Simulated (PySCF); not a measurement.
Q: What does the PBE0-D3(BJ)/def2-SVP structure of `S(C)[SiH](OC)OC` look like in three dimensions?

A: 
```
atom  x, y, z in Å
C1    -0.3376    2.4976    0.5408
O2    -0.3264    1.5373   -0.4837
Si3    0.2111   -0.0081   -0.3115
O4     1.7924    0.0377    0.1592
C5     2.6164   -1.0642    0.4286
S6    -0.8449   -1.0726    1.2136
C7    -2.4147   -1.3238    0.3188
H8     0.6828    2.8446    0.7746
H9    -0.7891    2.0975    1.4663
H10   -0.9322    3.3605    0.2063
H11   -0.0093   -0.6481   -1.6348
H12    2.1105   -1.8162    1.0595
H13    2.9436   -1.5601   -0.5025
H14    3.5132   -0.7129    0.9606
H15   -2.8662   -0.3648    0.0302
H16   -3.0952   -1.8429    1.0062
H17   -2.2701   -1.9483   -0.5742
```

Orientation and origin are arbitrary. Atoms count from 1 in this order. Si3 (oxygen-bound silicon) is distorted tetrahedral (angles from 105.2° to 114.1°). Of the pairs four or more bonds apart, S6···H12 is among the closest relative to their van der Waals radii: 3.05 Å, 102 % of the sum of Bondi's values.

Bonds between heavy atoms (Å): C1–O2 1.404, O2–Si3 1.645, Si3–O4 1.651, O4–C5 1.402, Si3–S6 2.139, S6–C7 1.824.

Method: PBE0-D3(BJ)/def2-SVP geometry optimisation, gas phase in PySCF 2.14.0.

Point group: C1 (no symmetry element, even within 0.4 Å). No frequency check. The numbers are those of one conformer (C1–O2–Si3–O4 -59°, O2–Si3–O4–C5 179°, O2–Si3–S6–C7 74°).

Hardware: an Intel Xeon Platinum 8488C with one thread (shared host). Cost: 1.8 min, 0.64 GiB resident at most. That covers the optimisation of the geometry.
